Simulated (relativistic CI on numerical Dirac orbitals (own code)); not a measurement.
# Sc⁺ in a cubic cluster: L2,3 absorption with charge transfer

Computed with a charge-transfer multiplet model of a cubic metal-ligand cluster with up to one ligand hole, Slater and spin-orbit integrals from Dirac-Coulomb-Breit ions, Slater integrals scaled by 0.8. The ground state mixes d2 with configurations of k ligand holes L, whose averages lie at kΔ + k(k − 1)U_dd/2; a core hole lowers each added d electron by U_cd. 20 K, Lorentzian 0.4 eV and Gaussian 0.3 eV FWHM.

Atomic integrals in eV (Slater integrals scaled, ζ unscaled), ground: F2dd 4.710, F4dd 2.885, zeta_d 0.005; with the core hole: F2dd 5.665, F4dd 3.487, zeta_d 0.011, zeta_core 3.011, F2cd 2.887, G1cd 1.958, G3cd 1.107.

Cluster parameters (eV): U_dd = 4.7, U_cd = 5.5, 10Dq = 0.65, 10Dq(ligand) = 0.9, V(eg) = 2.65, V(t2g) = -1.25, final-state hopping factor = 1.

```
     Case   n_d    d2   d3L     S
 Δ = 9 eV  2.20  0.80  0.20  1.00
Δ = 10 eV  2.18  0.82  0.18  1.00
Δ = 11 eV  2.16  0.84  0.16  1.00
```

Weights, n_d and S are thermal averages at 20 K. Photon energies count from the first peak over 30 % of the highest in each spectrum, which can be another peak from case to case. The parameters are a model scan and need not match a compound or its usual spin state. Peaks in eV (height, largest 100):
- Δ = 9 eV: -2.3 (11), 0.0 (100), 2.0 (27), 3.8 (53), 4.4 (54), 4.9 (49)
- Δ = 10 eV: -2.2 (11), 0.0 (100), 2.1 (26), 3.9 (53), 4.5 (54), 5.0 (49)
- Δ = 11 eV: -2.2 (11), 0.0 (100), 2.0 (26), 3.9 (52), 4.5 (54), 5.0 (49)

For the case Δ = 10 eV, Δ = 10 eV is larger than U_dd = 4.7 eV, the Mott-Hubbard side of the Zaanen-Sawatzky-Allen scheme. With the core hole the configuration with one ligand hole lies at Δ + U_dd − U_cd = 8.2, 9.2, 10.2 eV from the one without, in the order of the table; where this is negative the screened configuration lies lower.

With at most 1 ligand hole the space is cut while the next configuration still counts, so covalency is underestimated, and a final configuration with one more ligand hole, which can lie low, is missing from the spectra.
